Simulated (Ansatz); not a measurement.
Ideal-gas functions of `N#[C][Sn]([Cl])([Cl])[Cl]` at 600 K and 1 bar, from an Ansatz frequency run at PBE0-D4/def2-TZVP.

Molar mass 251.09 g/mol, point group C3v (symmetry number 3), electronic degeneracy 1, moments of inertia 495.909, 505.295, 505.335 u Å². Harmonic wavenumbers (cm⁻¹, unscaled): 78, 78, 111, 111, 124, 283, 283, 378, 410, 410, 442, 2330.

Use S(trans) = R[1.5 ln M + 2.5 ln T − 1.1517]; rotational temperatures θ = 24.2544 K / I; S(rot) = R[ln(√π/σ · √(T³/θAθBθC)) + 1.5]; for each mode x = 1.438777 ν̃/T, S = R[x/(eˣ − 1) − ln(1 − e⁻ˣ)] and H = RT x/(eˣ − 1); 1 cm⁻¹ = 0.0119627 kJ/mol; R = 8.31446 J/(mol·K).

Problem. By hand: the entropy, in J/(mol·K).

Solution. Translation 192.3. Rotation: θ = 0.0489, 0.048, 0.048 K, giving 125.7. Vibration, mode by mode: 22.27, 22.27, 19.34, 19.34, 18.43, 11.70, 11.70, 9.41, 8.78, 8.78, 8.21, 0.21, in all 160.4. Electronic 0.0. Sum 478.4 J/(mol·K).

Problem. By hand: H − E and G − E in kJ/mol, counted from the electronic energy.

Solution. Zero-point energy ½ × 5038 × 0.0119627 = 30.1; thermal vibration 40.9; translation, rotation and pV give 4 RT = 20.0. H − E = 91.0 kJ/mol, and G − E = 91.0 − 600 × 478.4/1000 = -196.0 kJ/mol.

Vibration gives 34 % of the entropy, 101.6 J/(mol·K) of it from the modes under 150 cm⁻¹: soft modes count most, and the harmonic formula is weakest for them.
